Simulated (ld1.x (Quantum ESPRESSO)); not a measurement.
# Cutoff test, Be, TM

Be, norm-conserving Troullier–Martins (Kleinman–Bylander form), made with ld1.x (Quantum ESPRESSO) 7.5 (revPBE, scalar-relativistic). Core none, reference 1s2 2s1 2p0 (charge +1). Waves: 2p (bound, empty): rc 3.95 bohr; 1s (bound): rc 0.50 bohr. Local part: the s channel. Core correction: none.

Occupied shells without a wave of their own: 2s. They enter only through the test configuration that unscreens the potential.

The pseudo-atom Hamiltonian at the reference potential is diagonalised in spherical Bessel functions j_l(qr) that vanish at 20 bohr, with q² up to the cutoff. All-electron valence levels (Ry): 2p -0.7155, 1s -8.6685, 2s -1.0072.

How do the lowest levels (Ry) of each channel move with the cutoff, and are there ghosts?

```json
{"cutoff (Ry)": "8", "p #1": "-0.7144", "s #1": "-3.5044", "s #2": "-0.6143", "d #1": "-0.1799", "f #1": "-0.0514", "Σ f·Δε (mRy)": "10715.2"}
{"cutoff (Ry)": "15", "p #1": "-0.7155", "s #1": "-4.4295", "s #2": "-0.7088", "d #1": "-0.1800", "f #1": "-0.0514", "Σ f·Δε (mRy)": "8770.4"}
{"cutoff (Ry)": "25", "p #1": "-0.7155", "s #1": "-5.3566", "s #2": "-0.7875", "d #1": "-0.1800", "f #1": "-0.0514", "Σ f·Δε (mRy)": "6837.6"}
{"cutoff (Ry)": "35", "p #1": "-0.7155", "s #1": "-6.0295", "s #2": "-0.8403", "d #1": "-0.1800", "f #1": "-0.0514", "Σ f·Δε (mRy)": "5438.9"}
{"cutoff (Ry)": "50", "p #1": "-0.7155", "s #1": "-6.7829", "s #2": "-0.8946", "d #1": "-0.1800", "f #1": "-0.0514", "Σ f·Δε (mRy)": "3877.8"}
{"cutoff (Ry)": "70", "p #1": "-0.7155", "s #1": "-7.3913", "s #2": "-0.9333", "d #1": "-0.1800", "f #1": "-0.0514", "Σ f·Δε (mRy)": "2622.4"}
{"cutoff (Ry)": "100", "p #1": "-0.7155", "s #1": "-7.9554", "s #2": "-0.9655", "d #1": "-0.1800", "f #1": "-0.0514", "Σ f·Δε (mRy)": "1462.1"}
{"cutoff (Ry)": "140", "p #1": "-0.7155", "s #1": "-8.3693", "s #2": "-0.9882", "d #1": "-0.1800", "f #1": "-0.0514", "Σ f·Δε (mRy)": "611.4"}
{"cutoff (Ry)": "180", "p #1": "-0.7155", "s #1": "-8.5479", "s #2": "-0.9976", "d #1": "-0.1800", "f #1": "-0.0514", "Σ f·Δε (mRy)": "244.8"}
{"cutoff (Ry)": "260", "p #1": "-0.7155", "s #1": "-8.6545", "s #2": "-1.0030", "d #1": "-0.1800", "f #1": "-0.0514", "Σ f·Δε (mRy)": "26.2"}
{"cutoff (Ry)": "400", "p #1": "-0.7155", "s #1": "-8.6672", "s #2": "-1.0039", "d #1": "-0.1800", "f #1": "-0.0514", "Σ f·Δε (mRy)": "0.0"}
```

Result: no extra level below or beside the all-electron valence levels (p, s, d, f tested); 10 mRy is reached at 300 Ry and 1 mRy at over 300 Ry.

2 of 7 tests not solved or not reliable.
